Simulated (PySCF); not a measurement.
# Dipole response of Ba⁺ (barium, charge +1)

[Xe] 6s1, 2S determinant. Computed with PySCF 2.14 in aug-cc-pVQZ-X2C, with the spin-free X2C one-electron Hamiltonian (Gaussian nucleus). Coupled (time-dependent) response in atomic units; α is the mean over directions.

| method | mean α (bohr³) | C₆ (like pair) | S(−4) |
| --- | --- | --- | --- |
| PBE0 | 144.8 | 1639 | 16590 |

S(−4) is the Cauchy moment in α(ω) = α(0) + S(−4) ω² + …

α(iu) at PBE0:

```
u (hartree)  α(iu) (bohr³)
          0          144.8
     0.0500          113.1
      0.100          70.52
      0.200          32.69
      0.300          20.54
      0.500          12.10
      0.750          7.943
       1.00          5.692
       1.50          3.343
       2.00          2.218
       3.00          1.220
       5.00         0.5671
```

A single London oscillator, α(iu) = α/(1 + u²/ω²), gives C₆ = (3/4) ω α². Matching the computed C₆ needs ω = 4 × 1639 / (3 × 144.8²) = 0.104 hartree.

For an ion, C₆ is the dispersion term alone; charge-induced terms of lower order in 1/R come first.

Spin-orbit coupling, which splits the p, d and f shells strongly at this Z, is absent.
